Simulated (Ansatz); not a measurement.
System: RbCl, net charge 1, doublet state. 
Geometry from a B3LYP-D3(BJ)/def2-TZVP (Ansatz, an electronic-structure program) optimisation:
```
Rb
Cl 1 3.9015
```
Charge +1, spin multiplicity 2.

Parts of the frozen-core correlation energy in def2-SVP (Ansatz, hartree). Frozen orbitals: 9; correlated occupied orbitals by spin: 4 and 3; virtual: 29 and 30. Open shells are spin-unrestricted. Spin-orbit coupling is left out. In def2 rows, elements after Kr have scalar-relativistic effective core potentials.

| term | value |
|---|---|
| reference (HF) | -482.98834 |
| MP2 opposite-spin | (withheld) |
| MP2 same-spin | (withheld) |
| CCSD correlation | (withheld) |
| (T) | -0.00110 |
| CCSDT minus CCSD(T) | -0.00019 |
| CCSDT(Q) minus CCSD(T) | -0.00031 |
| T1 diagnostic | 0.006 |
| largest doubles amplitude | 0.048 |
| <S^2> of the reference | 0.756 |

Problem. Fill in the missing entries.

Solution. 
- MP2 opposite-spin, value: -0.08242
- MP2 same-spin, value: -0.02715
- CCSD correlation, value: -0.12631
